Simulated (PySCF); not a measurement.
SnH₄, SMILES [SnH4].

The structure is a stationary point at B3LYP-D3(BJ)/def2-TZVPD. The isomer is the one that the SMILES or the coordinates give; other isomers of the formula were not compared. The def2 effective core potentials stand for the cores of Sn; spin–orbit coupling is left out.

Level of theory: TDDFT-ωB97X/def2-TZVPD in PySCF.

Vertical excitations; the highest root listed may be one member of a degenerate set.  State labels are in the subgroup D2.

Computed UV-visible absorptions:
```csv
state,symmetry,energy (eV),λ (nm),f,main pairs
S1,B3,8.45,147,0.220,HOMO→LUMO (degenerate set)
S2,B1,8.45,147,0.220,HOMO−2→LUMO (degenerate set)
S3,B2,8.45,147,0.220,HOMO−1→LUMO (degenerate set)
S4,B2,8.45,147,0.000,"HOMO→LUMO+1, HOMO−2→LUMO+3 (degenerate set)"
S5,B1,8.45,147,0.000,"HOMO→LUMO+2, HOMO−1→LUMO+3 (degenerate set)"
S6,B3,8.45,147,0.000,"HOMO−1→LUMO+1, HOMO−2→LUMO+2 (degenerate set)"
S7,A,8.69,143,0.000,"HOMO−2→LUMO+1, HOMO−1→LUMO+2, HOMO→LUMO+3 (degenerate set)"
S8,A,8.69,143,0.000,"HOMO→LUMO+3, HOMO−1→LUMO+2 (degenerate set)"
S9,A,9.35,133,0.000,"HOMO−1→LUMO+2 32 %, HOMO−2→LUMO+1 32 %, HOMO→LUMO+3 32 %"
S10,B3,9.55,130,0.540,"HOMO−1→LUMO+1 41 %, HOMO−2→LUMO+2 41 %"
T1,B2,7.57,164,0,"HOMO−1→LUMO, HOMO−1→LUMO+9, HOMO→LUMO+1, HOMO−2→LUMO+3 (degenerate set)"
T2,B3,7.57,164,0,"HOMO→LUMO, HOMO→LUMO+9, HOMO−1→LUMO+1, HOMO−2→LUMO+2 (degenerate set)"
T3,B1,7.57,164,0,"HOMO−2→LUMO, HOMO−2→LUMO+9, HOMO→LUMO+2, HOMO−1→LUMO+3 (degenerate set)"
T4,A,8.22,151,0,"HOMO−1→LUMO+2 27 %, HOMO−2→LUMO+1 27 %, HOMO→LUMO+3 27 %"
```
Triplets are in the Tamm–Dancoff approximation, which puts them higher than full response would, so one can lie above its singlet here.
